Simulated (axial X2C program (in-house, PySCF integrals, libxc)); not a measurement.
Values are calculated unless marked as measured or tabulated.
## TaH: input and output

Program: an axial X2C code built on PySCF integrals.

Input:
```json
{"zs": [73, 1], "q": 0, "bas": ["dyall-cv3z", "dyall-v3z"], "levels": ["PBE0", "HF", "BLYP"], "cc": true, "r0": 1.78, "thr": -2.0, "nmax": 110, "npts": 10, "nst": 2, "ntry": 8}
```
```bash
python so2c.py task.json out
```

Keys: zs atomic numbers; q charge; bas basis sets; levels methods; cc coupled cluster on or off; r0 starting distance in Å; thr threshold in hartree for freezing inner shells (an s shell follows its p shell); nmax most natural virtual spinors; npts points on the curve; nst determinants followed; ntry starts of the search. HF also brings MP2.

Output of the HF step, two-component, at R = 1.773 Å for the state Ω = 1. It starts from PBE0 orbitals of this distance.

```
two-component X2C + atomic mean field  HF
basis functions 202  fitting functions 1000  grid points 5072
iter        total energy     max residual
   1     -15598.941506777     7.41e-01
   2     -15598.981557426     2.65e-02
   3     -15598.981909455     3.23e-02
   4     -15598.985839869     2.28e-03
   5     -15598.986137505     1.59e-03
   6     -15598.986328519     9.97e-04
   7     -15598.986433360     6.30e-04
   8     -15598.986491824     2.93e-04
   9     -15598.986511977     2.05e-04
  10     -15598.986519160     1.87e-04
  11     -15598.986524145     1.58e-04
  12     -15598.986528942     1.07e-04
  13     -15598.986530891     4.89e-05
  14     -15598.986531212     1.76e-05
  15     -15598.986531249     8.06e-06
  16     -15598.986531252     6.26e-06
  17     -15598.986531254     3.83e-06
  18     -15598.986531255     1.41e-06
converged
one-electron -21447.97505596  Coulomb 6156.62908853  exact exchange -316.08128867  xc functional 0.00000000  nuclear repulsion 21.78789419  atomic mean-field constant -13.34716934
correlated 14  virtual 248  natural virtual 110  E(MP2) -0.322386855  MP2 remainder -0.012356291
iter   CCSD correlation   residual
   1     -0.316732416   9.45e-02
   2     -0.323306423   4.32e-02
   3     -0.324640661   2.28e-02
   4     -0.324686287   1.18e-02
   5     -0.324832669   5.20e-03
   6     -0.324868610   2.45e-03
   7     -0.324864777   9.11e-04
   8     -0.324864883   3.39e-04
   9     -0.324862331   1.76e-04
  10     -0.324863378   8.86e-05
  11     -0.324863810   4.09e-05
  12     -0.324864132   1.89e-05
  13     -0.324864188   8.81e-06
  14     -0.324864177   4.74e-06
(T) -0.010200740  T1 0.0270  D1 0.0582  max T2 0.075
```
Energies are in hartree; totals compare only within one Hamiltonian and basis. T1 in the output is the amplitude norm over the root of the electron number; divide by √2 for the Lee–Taylor value.
